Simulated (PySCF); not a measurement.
Breaking a bond: CH3N, SMILES C=N. The C1–N4 bond (C1 also carries H, H; N4 carries H) is pulled apart rigidly from the PBE0/def2-TZVP optimised geometry.

- UKS-M06-2X = PySCF with unrestricted M06-2X/cc-pVDZ
- RKS-M06-2X = restricted M06-2X/cc-pVDZ (PySCF)
- UCCSD = PySCF with CCSD on UHF/cc-pVDZ, 2 core orbitals frozen

Energies are in kcal/mol, each relative to the lowest point of its own curve near equilibrium.

```
R / Å  UKS-M06-2X  RKS-M06-2X  UCCSD
-----  ----------  ----------  -----
1.00        112.6       112.6  121.4
1.08         45.8        45.8   51.3
1.13         21.9        21.9   25.7
1.18          7.9         7.9   10.1
1.23          1.2         1.2    2.0
1.26          0.0         0.0    0.0
1.30          0.9         0.9    0.1
1.34          4.2         4.2    2.5
1.40         12.3        12.3    9.5
1.48         27.3        27.3   22.8
1.58         49.7        49.7   42.5
1.69         74.2        75.7   64.6
1.89        108.5       121.4   99.0
2.07        131.3       157.2  121.5
2.26        146.4       188.1  136.2
2.55        156.1       212.8  145.4
2.74        158.8       219.3  147.4
3.08        161.6       225.4  148.7
3.41        163.3       228.4  149.1
3.75        164.4       229.9  149.4
4.40        165.3       231.0  149.6
```

At the longest distance, 4.40 Å, RKS-M06-2X lies highest above its minimum (231.0 kcal/mol) and UCCSD lowest (149.6 kcal/mol).

The unrestricted solution behind UKS-M06-2X changes between 1.69 and 1.89 Å, which can leave a kink. The unrestricted determinant behind UKS-M06-2X is spin-contaminated at 1.69 to 4.40 Å (<S²> up to 2.0, against 0.00 for a pure singlet). The restricted form behind RKS-M06-2X keeps the bonding electrons paired and can't separate into open-shell fragments. The unrestricted determinant behind UCCSD is spin-contaminated at 1.30 to 4.40 Å (<S²> up to 2.0, against 0.00 for a pure singlet).
